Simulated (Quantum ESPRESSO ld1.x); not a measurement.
The numbers below are computed, except where a source is named.
All-electron atom: Co2+ in [Ar] 3d7 (the NIST ground configuration).

Code: ld1.x of Quantum ESPRESSO 7.5. Model: scalar-relativistic Kohn-Sham, LDA (Slater exchange, VWN5 correlation), spin-polarised, spherical densities, point nucleus; open shells are filled with parallel spins first.

Energy parts (eV):
| part | energy |
|---|---|
| total | -37821.06 |
| kinetic | 38293.04 |
| electron-nucleus | -90201.45 |
| Hartree | 15627.11 |
| exchange-correlation | -1539.76 |

Orbitals (lengths in bohr, moments of r in powers of bohr; <r^-3> diverges for s and p1/2):
[
 {"orbital": "1s up", "occ.": "1", "eigenvalue (eV)": "-7595.77", "<1/r>": "26.99", "<r^-3>": "-"},
 {"orbital": "1s down", "occ.": "1", "eigenvalue (eV)": "-7595.75", "<1/r>": "26.99", "<r^-3>": "-"},
 {"orbital": "2s up", "occ.": "1", "eigenvalue (eV)": "-916.412", "<1/r>": "5.798", "<r^-3>": "-"},
 {"orbital": "2s down", "occ.": "1", "eigenvalue (eV)": "-914.764", "<1/r>": "5.805", "<r^-3>": "-"},
 {"orbital": "2p up", "occ.": "3", "eigenvalue (eV)": "-788.631", "<1/r>": "5.698", "<r^-3>": "547.9"},
 {"orbital": "2p down", "occ.": "3", "eigenvalue (eV)": "-787.361", "<1/r>": "5.704", "<r^-3>": "549.1"},
 {"orbital": "3s up", "occ.": "1", "eigenvalue (eV)": "-122.354", "<1/r>": "1.833", "<r^-3>": "-"},
 {"orbital": "3s down", "occ.": "1", "eigenvalue (eV)": "-119.119", "<1/r>": "1.826", "<r^-3>": "-"},
 {"orbital": "3p up", "occ.": "3", "eigenvalue (eV)": "-85.9808", "<1/r>": "1.691", "<r^-3>": "69.73"},
 {"orbital": "3p down", "occ.": "3", "eigenvalue (eV)": "-82.8289", "<1/r>": "1.682", "<r^-3>": "68.92"},
 {"orbital": "3d up", "occ.": "5", "eigenvalue (eV)": "-28.5791", "<1/r>": "1.324", "<r^-3>": "6.178"},
 {"orbital": "3d down", "occ.": "2", "eigenvalue (eV)": "-25.7119", "<1/r>": "1.295", "<r^-3>": "5.935"}
]

The highest occupied level is 3d down at -25.712 eV. Summed over all electrons, <r^2> = 16.10 bohr^2, which gives a Langevin (diamagnetic) susceptibility term of -12.7 x 10^-6 cm^3/mol. Spin moment in Bohr magnetons: 3. The density falls to 0.001 e/bohr^3 at r = 3.00 bohr. For comparison, the ionisation energy in NIST's Atomic Spectra Database is 33.5 eV (semi-empirical). In exact Kohn-Sham theory the highest level is minus the ionisation energy, but local and semilocal functionals leave it too shallow, through self-interaction and a potential that decays too fast; potentials with the right tail come closer.

Run on one thread of a shared host, so times are rough (Intel(R) Xeon(R) Processor @ 2.60GHz): 0.7 s of CPU time, 0.73 s wall, 27 iterations on 1989 mesh points.
